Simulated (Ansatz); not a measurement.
BH2(NCO) (CH₂BNO). Total charge 0; triplet. Geometry PBE-D4/def2-TZVP, that of the neutral singlet; atoms count from 1.

Cartesian coordinates in Å:
```
B -0.869 -0.562 0.351
H -0.890 -0.521 1.552
H -1.704 -1.144 -0.283
N 0.167 0.094 -0.344
C 1.168 0.752 -0.511
O 2.129 1.381 -0.765
```

At PBE0-D4/def2-TZVP a singlet of charge 0 lies 4.23 eV below the triplet at the same geometry.

Q: Estimate the Mulliken populations from the PBE0/def2-TZVP orbitals of Ansatz.

A: 
```
atom  charge (e)  spin (α − β)
  B1       -0.36          0.91
  H2        0.12          0.18
  H3        0.10          0.14
  N4        0.04          0.27
  C5        0.27          0.18
  O6       -0.17          0.32
```
Mulliken values and Mayer orders depend strongly on the basis.

Q: Where does the spin sit?

A: Summed by element: B 0.91, H 0.32, N 0.27, C 0.18, O 0.32, of 2 unpaired in all. Largest on single atoms: B1 0.91, O6 0.32, N4 0.27.

Q: And the Mayer bond orders between bonded heavy atoms (over 0.3)?

A: B1–N4 1.30 (1.41 Å); N4–C5 1.91 (1.21 Å); C5–O6 2.04 (1.18 Å).
